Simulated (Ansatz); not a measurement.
An input meant for MoN(NH2)3 (MoN₄H₆) (charge 0, singlet).

```yaml
crystal:
  periodic: [false, false, false]
  atoms:
    - {symbol: Mo, position_ang: [0.001393, 0.002794, 0.340370]}
    - {symbol: N, position_ang: [0.007202, 0.017850, 1.989140]}
    - {symbol: N, position_ang: [1.893564, -0.031334, -0.164069]}
    - {symbol: H, position_ang: [2.680176, -0.038490, 0.490732]}
    - {symbol: H, position_ang: [2.242356, -0.044267, -1.128607]}
    - {symbol: N, position_ang: [-0.921868, 1.653749, -0.167732]}
    - {symbol: H, position_ang: [-1.097150, 1.953498, -1.132906]}
    - {symbol: H, position_ang: [-1.300496, 2.344662, 0.485614]}
    - {symbol: N, position_ang: [-0.973331, -1.626898, -0.139185]}
    - {symbol: H, position_ang: [-1.158902, -1.937064, -1.099146]}
    - {symbol: H, position_ang: [-1.372943, -2.294500, 0.525788]}
basis:
  gaussian: {orbitals: def2-SVP, fitting: {mean_field: def2-universal-jkfit}}
magnetization: {spin_polarized: true, initial_magnetization: 4}
hamiltonian: {xc: {name: wB97X-V}}
scf: {lower_state_search: off}
output: {forces: true}
```

```sh
$ ansatz run in.yaml --threads 2 --pin off --events-out ev --progress --plain --max-ram 4352MiB
```

It prints (some lines left out):

```
Functional definition: wB97X-V
671 factors; integrals over basis functions are off by at most 1.8e-1 eV
671 factors; integrals over basis functions are off by at most 3.7e-7 eV
mean field evaluation 1: about -7892.3970 eV, gradient 4.0e1 eV
mean field evaluation 2: about -7894.9059 eV, gradient 3.4e1 eV
mean field evaluation 4: about -7899.4150 eV, gradient 2.3e0 eV
mean field evaluation 8: about -7899.4523 eV, gradient 1.4e-1 eV
mean field evaluation 16: about -7899.4531 eV, gradient 1.3e-3 eV
mean field -7899.45310349 eV, -290.2995471116 hartree, gradient 2.1e-6 eV, S^2 6.041968; 0 other end points of the search recorded, 0 dependent functions left out
reference -7899.45310045 eV, -290.2995469999 hartree; 26, 22 occupied and 91, 95 virtual orbitals, 671 factors
Total energy: -7899.45310045 eV, -290.2995469999 hartree
Atom 0 at     0.001393     0.002794     0.340370 Å, force    -0.013953    -0.031904    -3.625226 eV/Å
Atom 1 at     0.007202     0.017850     1.989140 Å, force     0.024348     0.060814     6.731393 eV/Å
Atom 2 at     1.893564    -0.031334    -0.164069 Å, force     2.274755    -0.044330    -1.084385 eV/Å
Atom 3 at     2.680176    -0.038490     0.490732 Å, force    -0.104204    -0.000237    -0.157496 eV/Å
Atom 4 at     2.242356    -0.044267    -1.128607 Å, force     0.244730    -0.001897     0.198171 eV/Å
Atom 5 at    -0.921868     1.653749    -0.167732 Å, force    -1.110815     1.978967    -1.090857 eV/Å
Atom 6 at    -1.097150     1.953498    -1.132906 Å, force    -0.118186     0.215266     0.197689 eV/Å
Atom 7 at    -1.300496     2.344662     0.485614 Å, force     0.050098    -0.092306    -0.156821 eV/Å
Atom 8 at    -0.973331    -1.626898    -0.139185 Å, force    -1.175112    -1.964176    -1.055338 eV/Å
Atom 9 at    -1.158902    -1.937064    -1.099146 Å, force    -0.124880    -0.207641     0.201478 eV/Å
Atom 10 at    -1.372943    -2.294500     0.525788 Å, force     0.053218     0.087445    -0.158607 eV/Å
Dipole moment:    -0.002885    -0.007054    -0.792442 e Å
Checks for a lower state left out: stability, starts, cluster_reference, orbital_swaps, neighbouring_geometries, increment
```

Task: Something in this input is off. What?

Result: The spin is set far too high (4 unpaired electrons typed, 0 in the singlet as meant). The run converged. The result belongs to that input, not to the species as meant.
